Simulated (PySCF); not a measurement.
The dipole of `COc1c[nH]nc1C` from its density and from atomic charges.

Coordinates (GFN2-xTB, Å) and charges (e) from the PBE0/pcSseg-1 density (PySCF):

```
atom       x       y       z  Mulliken      IAO  Hirshfeld  ESP-fitted
  C1  -1.343   2.087  -0.065   -0.0343  -0.2028    -0.0340     -0.1680
  O2  -1.244   0.691   0.062   -0.4825  -0.3317    -0.1163     -0.2704
  C3   0.016   0.182  -0.021   +0.0039  +0.1065    +0.0219     +0.1461
  C4   1.228   0.807  -0.216   +0.1483  -0.1875    -0.0604     -0.4436
  N5   2.160  -0.181  -0.215   -0.2394  -0.1233    -0.0305     +0.0611
  N6   1.621  -1.382  -0.035   -0.2716  -0.2534    -0.1591     -0.5672
  C7   0.320  -1.199   0.087   +0.0191  +0.0665    +0.0143     +0.4656
  C8  -0.634  -2.316   0.302   -0.1445  -0.4331    -0.1209     -0.5409
  H9  -0.973   2.426  -1.039   +0.1024  +0.1301    +0.0401     +0.1075
 H10  -0.785   2.600   0.726   +0.1024  +0.1302    +0.0401     +0.1093
 H11  -2.401   2.326   0.023   +0.1297  +0.1636    +0.0553     +0.1308
 H12   1.499   1.834  -0.350   +0.0928  +0.1631    +0.0535     +0.2231
 H13   3.154  -0.089  -0.335   +0.1919  +0.2999    +0.1575     +0.2976
 H14  -1.172  -2.176   1.237   +0.1286  +0.1549    +0.0454     +0.1382
 H15  -0.088  -3.254   0.333   +0.1245  +0.1619    +0.0481     +0.1734
 H16  -1.365  -2.345  -0.505   +0.1286  +0.1549    +0.0454     +0.1373
```

What dipole does each set of charges give (1 e·Å = 4.803 D), and what does the density give?

The full density gives (0.59, 3.07, -0.38) D, 3.15 D in size; dipole vectors point from the negative to the positive end.

| scheme | μx | μy | μz | size (D) | share of the full size (%) | angle to the full dipole (°) |
| --- | --- | --- | --- | --- | --- | --- |
| Mulliken | -0.55 | 2.06 | -0.15 | 2.14 | 68 | 26 |
| IAO | 1.14 | 2.84 | -0.41 | 3.09 | 98 | 11 |
| Hirshfeld | 0.62 | 1.66 | -0.24 | 1.78 | 57 | 9 |
| ESP-fitted | 0.61 | 3.09 | -0.37 | 3.18 | 101 | 0 |

Which set comes closest?

Length of the difference vector: ESP-fitted 0.03 D, IAO 0.59 D, Hirshfeld 1.42 D, Mulliken 1.55 D. Closest: ESP-fitted. ESP charges are fitted to the potential around the molecule, whose slowest-falling term is the dipole's. The schemes that divide the density aren't constrained to reproduce the dipole.

What is left for the Hirshfeld atoms' own dipoles?

The Hirshfeld atoms' densities add up to the full density, so μ = Σ q r + Σ (atomic dipoles). The atomic dipoles sum to (0.59, 3.07, -0.38) − (0.62, 1.66, -0.24) = (-0.02, 1.41, -0.14) D, 1.42 D in size.

With the origin at the mean of the coordinates, (0.000, 0.001, -0.001) Å, which are the largest single terms, by size, of the Hirshfeld dipole along the direction of the full one?

C8 +1.40, N6 +0.79, H15 -0.75, H14 -0.54, H12 +0.54 D; all 16 atoms together +1.76 D. The single terms depend on the origin, their sum doesn't.

Give the size of the full dipole in other units.

3.15 D = 1.239 au = 0.655 e·Å = 10.50 × 10⁻³⁰ C·m.

Isolated species at its GFN2-xTB geometry (one conformer only).

Shape of the structure used: `[CH3:1][O:2][c:3]1[cH:4][nH:5][n:6][c:7]1[CH3:8]`: C1–O2–C3–C4 0°.
